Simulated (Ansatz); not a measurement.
Geometry optimisation, UHF/def2-SVP (Ansatz 0.2.0).

Input:

```yaml
crystal:
  periodic: [false, false, false]
  atoms:
    - { symbol: Ge, position_ang: [0.000513, 0.0, -0.278546] }
    - { symbol: Cl, position_ang: [-0.001218, 0.0, 3.15249] }
    - { symbol: H, position_ang: [1.459071, 0.0, -0.761927] }
    - { symbol: H, position_ang: [-0.72877, 1.263152, -0.761915] }
    - { symbol: H, position_ang: [-0.72877, -1.263152, -0.761915] }
    - { symbol: H, position_ang: [0.000774, 0.0, 4.473214] }
magnetization:
  spin_polarized: true
  initial_magnetization: 1
basis:
  gaussian: { orbitals: def2-SVP }
hamiltonian:
  xc: hf
relax:
  f_tol: 0.03
  max_steps: 50
output:
  orbitals: {}
```

Launched with:

```bash
$ ansatz run input.yaml --threads 1 --pin off --max-ram 2048MiB --backend cpu --events-out ev --progress --plain --runs-dir out
```

Question: Where does it end, and by what steps?

Answer: The run converged. The force dipped under the threshold on the way, but the program's further checks kept it going. After 9 steps the energy has fallen by 0.151 eV; Cl2 moved furthest, 0.97 Å.

| step | energy less start (eV) | largest force component (eV/Å) | accepted |
| --- | --- | --- | --- |
| 0 | 0.0000 | 1.778 | yes |
| 1 | -0.0992 | 0.617 | yes |
| 2 | -0.1274 | 0.214 | yes |
| 3 | -0.1431 | 0.054 | yes |
| 4 | -0.1482 | 0.098 | yes |
| 5 | -0.1442 | 0.509 | no |
| 6 | -0.1494 | 0.005 | yes |
| 7 | -0.1503 | 0.029 | yes |
| 8 | -0.1507 | 0.008 | yes |
| 9 | -0.1508 | 0.001 | yes |

```xyz
6
Properties=species:S:1:pos:R:3
Ge 0.000 0.000 -0.759
Cl 0.001 0.000 4.125
H 1.460 0.000 -1.233
H -0.729 1.264 -1.234
H -0.729 -1.264 -1.234
H -0.001 0.000 5.396
```

Whether the end is a true minimum wasn't checked by a vibrational analysis.

The run took 10 s on 1 thread of Arm Neoverse V2, with other jobs on the host, peak memory 0.15 GiB.
